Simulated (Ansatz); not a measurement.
System: NO, net charge 1, singlet state. 
Coordinates optimised at B3LYP-D3(BJ)/def2-TZVP (Ansatz, a quantum-chemistry and plane-wave program):
```
N
O 1 1.0564
```
Charge +1, spin multiplicity 1.

Basis-set convergence of Hartree-Fock and CCSD(T) correlation energies (hartree) with Ansatz. Valence correlation only, unless marked. No spin-orbit coupling. Non-relativistic.

| basis | functions | E(HF) | E(corr, CCSD(T)) |
|---|---|---|---|
| cc-pVDZ | 28 | -128.92833 | -0.34557 |
| cc-pVTZ | 60 | -128.96674 | -0.41656 |
| cc-pVQZ | 110 | -128.97690 | -0.44107 |
| cc-pV5Z | 182 | -128.97913 | -0.44991 |

Extrapolating the two largest sets (X = 4 and 5) as X^-3: E(corr) = (125·(-0.44991) - 64·(-0.44107))/61 = -0.4592 Eh, an estimate of the basis-set limit. The largest set recovers 98.0 % of it, the smallest 75.3 %.
